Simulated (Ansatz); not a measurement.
Cost and result for the atomization energy of `C[SiH]1[CH2][GeH2]1` (12 atoms, 12 bonds).

Z-matrix (Å, degrees):
```
C
Si 1 1.865
H 1 1.092 2 110.4
H 1 1.093 2 110.4 3 -119.8
H 1 1.092 2 110.9 3 120.0
C 2 1.874 1 118.5 3 41.3
Ge 2 2.299 1 122.8 3 -25.6
H 2 1.485 1 113.6 3 -178.6
H 6 1.087 2 118.7 1 137.1
H 6 1.088 2 118.0 1 -3.2
H 7 1.530 2 123.5 1 -159.6
H 7 1.532 2 122.6 1 10.2
```

Total charge 0; spin multiplicity 1. Correlated methods include outer-core shells of Ge, which these sets cover unevenly. Scalar relativity is left out up to krypton. The structure was optimised at the PBE0-D4/def2-TZVP level. Program: Ansatz. All runs use 4 threads of an Arm Neoverse V1 on a shared host. Times are those of one run each, without the atoms' runs, and a repeat can differ threefold. Electronic energies, without spin–orbit coupling; frozen cores. CCSD(T)/CBS adds CCSD(T) − MP2 in def2-TZVPP to the MP2 limit, and its time is that of the two runs behind it. T1 = 0.011. With those shells the extrapolation isn't a true limit. B3LYP takes the VWN-RPA correlation (the form of Gaussian; ORCA's B3LYP/G).

CCSD(T)/CBS is a level of theory with its own doubt, some kJ/mol a heavy atom from the limit and from the frozen cores, so smaller differences don't rank the functionals.

```csv
level,functions,wall time,atomization (kJ/mol),difference from CCSD(T)/CBS,per bond
PBE-D4/def2-TZVPP (with forces),264,2.8 s,4055.8,17.8,1.5
PBE0-D4/def2-TZVPP,264,3.6 s,4027.9,-10.1,-0.8
r2SCAN-D4/def2-TZVPP (with forces),264,5.5 s,4046.3,8.3,0.7
B3LYP-D4/def2-TZVPP (with forces),264,5.5 s,4014.2,-23.8,-2.0
B2PLYP/def2-TZVPP,264,6.5 s,3973.6,-64.4,-5.4
ωB97X-V/def2-TZVPP,264,9.5 s,4048.0,10.0,0.8
ωB97M-V/def2-TZVPP (with forces),264,14 s,4025.3,-12.7,-1.1
MP2/def2-QZVPP,513,28 s,4006.6,-31.4,-2.6
CCSD(T)/def2-TZVPP,264,3.1 min,3949.1,-88.9,-7.4
CCSD(T)/CBS(def2),–,3.5 min,4038.0,0.0,0.0
```

In def2-TZVPP, CCSD(T) changes the Hartree–Fock value by +952.7 kJ/mol (the triples alone add +50.2 kJ/mol) and MP2 by +958.4 kJ/mol; breaking electron pairs costs correlation energy, which Hartree–Fock lacks. From PBE to PBE0 (25 % exact exchange), in def2-TZVPP and without D4, the atomization energy moves by −24.2 kJ/mol: exact exchange takes away binding that semilocal exchange gives to molecules. The D4 term adds +40.7 kJ/mol with B3LYP and +21.4 kJ/mol with PBE0; it sums over pairs of atoms, weighted by their polarisabilities, and B3LYP, whose exchange is more repulsive, gets the larger term.
